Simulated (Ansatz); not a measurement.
Molecular dynamics of C2H10OSi2

The input (input.yaml):

```yaml
crystal:
  periodic: [false, false, false]
  atoms:
    - { symbol: Si, position_ang: [-0.198622, -0.063952, 0.027035] }
    - { symbol: C, position_ang: [-0.152311, -0.066195, 1.936709] }
    - { symbol: H, position_ang: [-1.170406, 0.063537, 2.343503] }
    - { symbol: H, position_ang: [0.257005, -1.013676, 2.324444] }
    - { symbol: H, position_ang: [0.47884, 0.760012, 2.304409] }
    - { symbol: O, position_ang: [1.399332, -0.264319, -0.60054] }
    - { symbol: Si, position_ang: [2.682116, -1.356889, -0.924922] }
    - { symbol: H, position_ang: [2.186505, -2.575939, -1.68849] }
    - { symbol: H, position_ang: [3.716106, -0.635299, -1.760169] }
    - { symbol: H, position_ang: [3.336538, -1.83924, 0.36069] }
    - { symbol: C, position_ang: [-0.869079, 1.584058, -0.650244] }
    - { symbol: H, position_ang: [-1.901646, 1.753657, -0.299139] }
    - { symbol: H, position_ang: [-0.238368, 2.420564, -0.306683] }
    - { symbol: H, position_ang: [-0.868582, 1.580017, -1.751979] }
    - { symbol: H, position_ang: [-1.056628, -1.228738, -0.461123] }
basis:
  gaussian: { orbitals: "6-31G" }
hamiltonian:
  xc: pbe
  dispersion: d4
md:
  timestep: 1.0
  n_steps: 150
  ensemble: nve
  temperature: 400.0
  initial_velocities: maxwell_boltzmann
  seed: 546553
```

Command:

```bash
$ ansatz run input.yaml --threads 1 --pin off --max-ram 2048MiB --backend cpu --events-out ev --progress --plain --runs-dir out
```

It starts from a relaxed structure.

Output, in part (step lines, the closing report, with atoms numbered from 0):

```
md step     0: t =     0.00 fs  T =   400.0 K  F+E_penalty+E_count = -20024.21344567 eV  E_kin = 0.672152 eV  conserved = -20023.54129367 eV  (26 SCF iters)
[... lines left out ...]
Total energy: -20024.02130144 eV, -735.8692100587 hartree
Atom 0 at    -0.277794    -0.165434     0.101417 Å, force    -0.363973     0.680734     0.367119 eV/Å
Atom 1 at    -0.296842     0.143185     2.004500 Å, force     0.045179    -0.125450     0.075653 eV/Å
Atom 2 at    -1.352278     0.472933     2.288075 Å, force     1.239282    -0.257501     0.072088 eV/Å
Atom 3 at     0.034347    -0.784438     2.561972 Å, force    -0.594821     0.666858    -0.400731 eV/Å
Atom 4 at     0.488068     0.921459     2.216803 Å, force    -0.750060    -0.226282     0.058804 eV/Å
Atom 5 at     1.104142    -1.110440    -0.270927 Å, force     1.109135    -0.152888    -0.589955 eV/Å
Atom 6 at     2.648318    -0.955783    -1.086728 Å, force    -0.028839     0.021658     0.254983 eV/Å
Atom 7 at     2.675239    -1.801025    -2.340521 Å, force    -0.118598    -0.032756    -0.059722 eV/Å
Atom 8 at     3.006091     0.494117    -1.508916 Å, force    -0.231453    -0.351682     0.213181 eV/Å
Atom 9 at     3.768708    -1.481944    -0.182936 Å, force    -0.274633     0.146325    -0.059185 eV/Å
Atom 10 at    -0.214332     1.526967    -0.829767 Å, force    -0.244661     0.318614    -0.392535 eV/Å
Atom 11 at    -1.013051     2.219429    -0.432066 Å, force     0.480243    -0.511582    -0.385272 eV/Å
Atom 12 at     0.759650     2.052368    -0.739555 Å, force    -0.127883    -0.184972     0.293199 eV/Å
Atom 13 at    -0.347467     1.380472    -1.934469 Å, force    -0.221471     0.066622     0.570880 eV/Å
Atom 14 at    -1.526674    -0.921617    -0.327360 Å, force     0.082554    -0.057696    -0.018507 eV/Å
Dipole moment:     0.016185     0.326432    -0.020199 e Å
```

The steps, from the saved trajectory:

```csv
time (fs),T (K),potential energy less start (eV),conserved less start (meV/atom)
0,400,0.000,0.00
5,233,0.285,0.36
10,237,0.279,0.35
15,227,0.297,0.41
20,229,0.298,0.72
25,242,0.276,0.71
30,151,0.432,0.94
35,209,0.333,0.85
40,159,0.417,0.82
45,221,0.311,0.62
50,217,0.316,0.57
55,268,0.227,0.31
60,203,0.338,0.42
65,189,0.361,0.41
70,229,0.294,0.44
75,233,0.290,0.56
80,252,0.256,0.45
85,127,0.469,0.66
90,230,0.293,0.45
95,203,0.339,0.60
100,225,0.301,0.52
105,211,0.326,0.59
110,203,0.341,0.68
115,223,0.306,0.59
120,146,0.440,0.81
125,257,0.250,0.65
130,220,0.313,0.67
135,223,0.307,0.66
140,176,0.386,0.61
145,222,0.305,0.45
150,289,0.192,0.42
```

The run went to its last step. The conserved energy stayed within 0.98 meV per atom of its start (net change 0.42 meV per atom), so the integration is sound. Over the second half the temperature averaged 0.54 of the 400 K drawn at the start: a run that starts near a minimum puts about half its kinetic energy into the potential. A run of 0.15 ps of so small a system gives no equilibrium averages. Limits of this set-up: no polarisation functions.

The same pairs are bonded in the first frame and the last. Pairs count as bonded within 1.25 times the sum of covalent radii (0.12 Å more for H–H).

Last frame:

```xyz
15
Properties=species:S:1:pos:R:3
Si -0.278 -0.165 0.101
C -0.297 0.143 2.005
H -1.352 0.473 2.288
H 0.034 -0.784 2.562
H 0.488 0.921 2.217
O 1.104 -1.110 -0.271
Si 2.648 -0.956 -1.087
H 2.675 -1.801 -2.341
H 3.006 0.494 -1.509
H 3.769 -1.482 -0.183
C -0.214 1.527 -0.830
H -1.013 2.219 -0.432
H 0.760 2.052 -0.740
H -0.347 1.381 -1.935
H -1.527 -0.922 -0.327
```

Time of the run: 9.3 min on 1 thread of Arm Neoverse V2, on a shared host, peak memory 0.13 GiB.
